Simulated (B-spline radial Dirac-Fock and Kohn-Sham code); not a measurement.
Level of theory: Dirac-Fock (average of configuration) total-energy differences with a finite nucleus, the Breit interaction including its frequency dependence, and self-energy and vacuum-polarisation corrections; an atomic code on a B-spline grid. Correlation and solid-state effects are left out.

Question: An atom or ion in its tabulated ground configuration has these computed binding energies (the last is its least bound level). Which is it?

| level | binding energy (eV) |
| --- | --- |
| K | 40613.4 |
| L2 | 6336.1 |
| L3 | 5894.9 |
| M1 | 1610.9 |
| M3 | 1357.4 |
| N1 | 463.5 |
| O1 | 172.4 |

Answer: Ce¹⁰⁺: Z = 58 with 48 electrons, [Kr] 4d10 5s2. The hydrogen-like estimate √(E/Ry) = 54.6 for the K level lies 3.4 below Z (screening lowers it, relativity raises it); the outermost level, at 172.4 eV, fixes the charge.

Question: Identify the element and charge state from the binding energies below (tabulated ground configuration; the least bound level is included).

```csv
level,binding energy (eV)
2s,13244.3
3s,3647.6
3p1/2,3393.2
3p3/2,3079.1
3d5/2,2591.5
4s,1290.5
4f,686.6
```

Answer: Re²³⁺: Z = 75 with 52 electrons, [Kr] 4d10 4f6.
